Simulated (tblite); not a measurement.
C8H9O (doublet state).
Geometry (GFN2-xTB, Å), atoms numbered from 1 in this order:
```
atom  x, y, z in Å
C1    -1.6057   -0.0874    1.9889
C2    -1.3174    0.2922    0.6917
C3    -2.1672    1.1302   -0.0024
C4    -0.0745   -0.1813    0.0519
C5     0.4167   -1.3914    0.3142
O6     1.5792   -1.9073   -0.1772
C7     2.3534   -1.0426   -0.8942
C8     1.9894    0.1800   -1.2455
C9     0.6332    0.7377   -0.9179
H10   -2.5112    0.2433    2.4648
H11   -0.9357   -0.6945    2.5672
H12   -3.0712    1.4893    0.4556
H13   -1.9761    1.4338   -1.0138
H14   -0.0743   -2.1033    0.9604
H15    3.3113   -1.4817   -1.1278
H16    2.6684    0.8063   -1.8006
H17    0.7238    1.7409   -0.4844
H18    0.0493    0.8424   -1.8426
```

Computed with GFN2-xTB (tblite): harmonic, unscaled wavenumbers at the GFN2-xTB geometry, gas phase. The method is semi-empirical: single wavenumbers can be off by several per cent or more. One conformer, not necessarily the lowest. Open shells enter through the occupations alone, without spin polarisation, and single modes of such species can be off by tens of per cent.

Harmonic wavenumbers (cm⁻¹): 52.3, 76.7, 196.9, 217.0, 347.6, 366.4, 460.9, 471.6, 487.7, 505.2, 509.6, 558.9, 598.0, 740.2, 749.6, 756.9, 764.0, 833.4, 874.1, 933.4, 947.2, 974.5, 996.9, 1018.6, 1024.4, 1099.7, 1140.6, 1174.7, 1213.9, 1263.6, 1321.6, 1332.3, 1352.3, 1381.2, 1450.8, 1476.0, 1482.6, 1694.2, 1730.8, 2868.6, 2922.5, 3089.3, 3090.3, 3107.0, 3121.5, 3125.9, 3161.0, 3167.3.

A = 3564, B = 1213, C = 952.6 MHz; mass 121.065 u (most abundant isotopes); point group C1, symmetry number 1; spin multiplicity 2.

Question: Zero-point energy?

Answer: ½Σν̃ = 31115 cm⁻¹ = 88.96 kcal/mol.

Question: Entropy at 500 K, 1 bar (ideal gas, RRHO, classical rotation)?

Answer: Translation 42.88, rotation 30.29, vibration 40.96, spin (R ln 2) 1.38: S = 115.5 cal/(mol K).

Question: And Cp and H(500 K) − H(0)?

Answer: Cp = 54.55 cal/(mol K), of which vibrations give 46.61 (their classical limit is 48 R = 95.4); H(500 K) − H(0) = 15.25 kcal/mol without the zero-point energy, 11.27 from vibrations.

Question: What must be added to the electronic energy to get the Gibbs energy at 500 K and 1 bar?

Answer: ZPE + [H(500 K) − H(0)] − T·S = 88.96 + 15.25 − 57.76 = 46.45 kcal/mol.

Question: How do the functions run with temperature in this model?

Answer: 
| T (K) | S (cal/(mol K)) | Cp (cal/(mol K)) | H − H(0) (kcal/mol) | G − H(0) (kcal/mol) | ln q(vib) |
| --- | --- | --- | --- | --- | --- |
| 100 | 67.3 | 14.8 | 1.12 | -5.61 | 1.16 |
| 200 | 80.4 | 24.6 | 3.07 | -13.02 | 2.91 |
| 300 | 92.5 | 35.8 | 6.09 | -21.67 | 4.88 |
| 800 | 145.2 | 71.5 | 34.40 | -81.77 | 16.04 |
| 1000 | 162.0 | 78.5 | 49.44 | -112.52 | 20.34 |

q(vib) and H(0) count from the zero-point level.

Question: Which modes carry the vibrational entropy at 500 K?

Answer: 52.3 cm⁻¹: 5.75; 76.7 cm⁻¹: 4.99; 196.9 cm⁻¹: 3.14; 217.0 cm⁻¹: 2.95; 347.6 cm⁻¹: 2.07; 366.4 cm⁻¹: 1.97 cal/(mol K); the other 42 give 20.08 together.

Question: Blend soft modes into free rotors: weight 1/[1 + (100 cm⁻¹/ν̃)⁴] for the oscillator and the rest for a rotor with moment μB/(μ + B), μ = h/(8π²ν), B = 10⁻⁴⁴ kg m². What vibrational entropy results?

Answer: 38.30 cal/(mol K) in place of 40.96, which changes −T·S at 500 K by +1.33 kcal/mol.

Hindered rotation and anharmonicity are outside this model. Other conformers, if any are populated, would add a mixing term that is left out. The structure is chiral; the term R ln 2 for an equal mix with its mirror image is left out.

Time: 0.5 s wall. Hardware: an Arm Neoverse V2 with one thread (shared host). This covers the Hessian and the dipole derivatives.
